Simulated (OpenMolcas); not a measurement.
An OpenMolcas run meant for Br3+ (ANO-RCC-VQZP, X2C; inactive shells 1s 2s 2p 3s 3p 3d; intended active space 4 electrons in 9 orbitals (RAS2 4s 4p; RAS3 4d, at most 2 electrons)). One step of its input:

```
&CASPT2
Multistate=6 1 2 3 4 5 6
Frozen=3 6
IPEA=0.25
Shift=5.0
MaxIter=60
WThr=0.0 0.3 0.05
PrWF=0.5
NoMix
```

The run finished. Its levels beside those of a sound run (SS-RASPT2, IPEA 0.25 Eh, imaginary shift 0.1 Eh (closed shells correlated: 3d)), in cm⁻¹ above each run's lowest level:

| Level | This run | Usual run |
| --- | --- | --- |
| 4s² 4p² ³P₀ | 0.0 | 0.0 |
| 4s² 4p² ³P₁ | 2235 | 2250 |
| 4s² 4p² ³P₂ | 4999 | 4976 |
| 4s² 4p² ¹D₂ | 16684 | 15841 |
| 4s² 4p² ¹S₀ | 34360 | 33557 |
| 4s 4p³ ⁵S°₂ | 77806 | 78984 |
| 4s 4p³ ³D°₁ | 109286 | 108996 |
| 4s 4p³ ³D°₂ | 109332 | 109047 |
| 4s 4p³ ³D°₃ | 109919 | 109637 |
| 4s 4p³ ³P°₀ | 126036 | 125606 |
| 4s 4p³ ³P°₁ | 126153 | 125723 |
| 4s 4p³ ³P°₂ | 126235 | 125799 |
| 4s 4p³ ¹D°₂ | 138384 | 137292 |

**Question.** Which setting is unsound, and how much does it matter here?

**Answer.** The level shift is far above the usual 0.1 to 0.3 hartree and damps the second-order energy. Against the sound run the excited levels shown move by 510 cm-1 on average and by 1200 cm-1 at most.

Configurations are named by rounded mean occupations; where the s occupation lies near a half they are strongly mixed, a name can repeat and a true partner stay unpaired. Some terms take much of their weight from 4d, a shell meant for correlation, so their names are nominal. Some terms mix strongly with configurations of 4d, whose occupation reaches 0.54 (4s 4p³ ¹D°). Levels of configurations outside the active space are missing.

° marks odd parity.
